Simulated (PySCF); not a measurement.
Single point on SrCl

State: ²Σ⁺ (doublet), unpaired electrons σ ↑.

An equivalent input (the run itself took its basis sets from the Basis Set Exchange, started from a PBE0 density and held the occupation σ 8α 7β, πx 3α 3β, πy 3α 3β):

```python
from pyscf import gto, scf, cc
mol = gto.M(atom='Sr 0 0 0; Cl 0 0 2.596', basis={'Sr': 'def2-SVP', 'Cl': 'def2-SVP'}, ecp={'Sr': 'def2-SVP'},
            charge=0, spin=1, verbose=4, symmetry='C2v')
mf = scf.UHF(mol)
mf.irrep_nelec = {'A1': (8, 7), 'B1': (3, 3), 'B2': (3, 3)}
mf.conv_tol = 1e-9
mf.max_cycle = 60
mf.diis_space = 10
mf.kernel()
mycc = cc.CCSD(mf, frozen=[[0, 1, 2, 3, 4, 40], [0, 1, 2, 3, 4, 40]])
mycc.run(conv_tol=1e-7, conv_tol_normt=1e-5, max_cycle=80, diis_space=8)
et = mycc.ccsd_t()
```

The SCF ended at -489.79400118 hartree. The coupled-cluster part of the log:

```
******** <class 'pyscf.cc.uccsd.UCCSD'> ********
CC2 = 0
CCSD nocc = (9, 8), nmo = (35, 35)
frozen orbitals [[0, 1, 2, 3, 4, 40], [0, 1, 2, 3, 4, 40]]
max_cycle = 80
direct = 0
conv_tol = 1e-07
conv_tol_normt = 1e-05
diis_space = 8
diis_start_cycle = 0
diis_start_energy_diff = 1e+09
Init t2, MP2 energy = -0.198319579877657
Init E_corr(UCCSD) = -0.198319579881984
cycle = 1  E_corr(UCCSD) = -0.210154817625921  dE = -0.0118352377  norm(t1,t2) = 0.0495922
cycle = 2  E_corr(UCCSD) = -0.213186639853754  dE = -0.00303182223  norm(t1,t2) = 0.0194548
cycle = 3  E_corr(UCCSD) = -0.214233977806546  dE = -0.00104733795  norm(t1,t2) = 0.012065
cycle = 4  E_corr(UCCSD) = -0.214628859602252  dE = -0.000394881796  norm(t1,t2) = 0.00559207
cycle = 5  E_corr(UCCSD) = -0.21443455905291  dE = 0.000194300549  norm(t1,t2) = 0.00246641
cycle = 6  E_corr(UCCSD) = -0.214444917322731  dE = -1.03582698e-05  norm(t1,t2) = 0.000689772
cycle = 7  E_corr(UCCSD) = -0.214462121271733  dE = -1.7203949e-05  norm(t1,t2) = 0.000265772
cycle = 8  E_corr(UCCSD) = -0.21446235496784  dE = -2.33696107e-07  norm(t1,t2) = 7.12792e-05
cycle = 9  E_corr(UCCSD) = -0.214461825904718  dE = 5.29063122e-07  norm(t1,t2) = 2.82571e-05
cycle = 10  E_corr(UCCSD) = -0.21446176932142  dE = 5.65832977e-08  norm(t1,t2) = 1.02692e-05
cycle = 11  E_corr(UCCSD) = -0.214461845301788  dE = -7.59803672e-08  norm(t1,t2) = 4.63553e-06
UCCSD converged
E(UCCSD) = -490.0084630270906  E_corr = -0.2144618453017876
UCCSD(T) correction = -0.00377671637693343
```

T1 diagnostic 0.014, D1 0.066, 17 electrons correlated, 1 of the virtual orbitals (those above 20 hartree) left out.

Repeating this along the bond gives Re = 2.622 Å and ωe = 314 cm⁻¹.

A point of this curve took 2.4 CPU seconds beside 0.063 for the integrals (shared host).

Correlated steps freeze 5 core orbitals. Spin–orbit coupling is left out. The state was picked by a PBE0 search and need not be the measured ground state.
